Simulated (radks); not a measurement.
Results of a calculation; reference values are marked as such.
The mean radii <r> (bohr) of the occupied orbitals of an atom or ion are listed with their occupations. Level of theory: Dirac Kohn-Sham, relativistic LDA (MacDonald-Vosko exchange, VWN5 correlation), spin-unpolarised, spherical densities, finite nucleus; Fermi nuclear charge, rms radius of each element as measured or else 0.836 A^(1/3) + 0.57 fm (a radial shooting solver on a logarithmic mesh with Libxc functionals).

| orbital | occ. | <r> |
|---|---|---|
| 1s1/2 | 2 | 0.05638 |
| 2s1/2 | 2 | 0.2556 |
| 2p1/2 | 2 | 0.2228 |
| 2p3/2 | 4 | 0.2259 |
| 3s1/2 | 2 | 0.7199 |
| 3p1/2 | 1 | 0.7257 |
| 3p3/2 | 4 | 0.7323 |
| 3d3/2 | 2 | 0.7209 |

Name the element and its charge.

Answer. Z = 27, cobalt, charge +8: Co8+ in [Ne] 3s2 3p(1/2: 1, 3/2: 4) 3d(3/2: 2, 5/2: 0). The 1s radius gives Z: for a bare nucleus <r> = (2 gamma + 1)/(2Z) with gamma = sqrt(1 - (Z/c)^2), 0.05483 bohr for Z = 27, and screening makes it slightly larger (0.05638 here). The occupations add up to 19, and the charge is Z minus that.
